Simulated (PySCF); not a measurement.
Atom-mapped SMILES (the numbers label the heavy atoms): `[F:1][C:2]1=[CH:3][C@@H:4]([F:5])[CH:6]=[CH:7][CH2:8]1`. Each H is labelled by its parent atom. Ha(C8) is cis to F5 on the ring; Hb(C8) is trans to F5 on the ring.

Computational details: structure optimised with GFN2-xTB, shieldings: GIAO PBE0/pcSseg-1, in PySCF 2.14 (gas phase, a single conformation, no relativistic terms).

**Question.** List the cross peaks expected in HSQC, COSY and HMBC spectra.

**Answer.** 

HSQC (one-bond C–H):
```
           δH          δC
 6.37 (H(C6))  134.2 (C6)
 6.10 (H(C7))  131.9 (C7)
 6.01 (H(C4))   88.0 (C4)
 5.91 (H(C3))  109.7 (C3)
2.98 (Ha(C8))   31.6 (C8)
2.96 (Hb(C8))   31.6 (C8)
```

COSY cross peaks (H two or three bonds apart, from the bond graph; peaks can be absent where the dihedral angle is near 90°):
```
           δH             δH
 6.37 (H(C6))   6.10 (H(C7))
 6.37 (H(C6))   6.01 (H(C4))
 6.10 (H(C7))  2.98 (Ha(C8))
 6.10 (H(C7))  2.96 (Hb(C8))
 6.01 (H(C4))   5.91 (H(C3))
2.98 (Ha(C8))  2.96 (Hb(C8))
```

HMBC (two and three bonds, from the bond graph):
```
           δH                                              δC
 6.37 (H(C6))    131.9 (C7), 109.7 (C3), 88.0 (C4), 31.6 (C8)
 6.10 (H(C7))    171.2 (C2), 134.2 (C6), 88.0 (C4), 31.6 (C8)
 6.01 (H(C4))  171.2 (C2), 134.2 (C6), 131.9 (C7), 109.7 (C3)
 5.91 (H(C3))    171.2 (C2), 134.2 (C6), 88.0 (C4), 31.6 (C8)
2.98 (Ha(C8))  171.2 (C2), 134.2 (C6), 131.9 (C7), 109.7 (C3)
2.96 (Hb(C8))  171.2 (C2), 134.2 (C6), 131.9 (C7), 109.7 (C3)
```

Scale: TMS for $^{1}$H (σref 31.72), $^{13}$C (σref 186.93) (reference shieldings calculated alike).

Shifts are as computed. Against solution values, carbons near 30 ppm lie about +3 ppm off and those near 130 ppm about +5 ppm. Of 1211 compounds with measured shifts, 218 miss one by over three times the rms of a fit or turn the order of signals round; such compounds aren't used in these exercises.
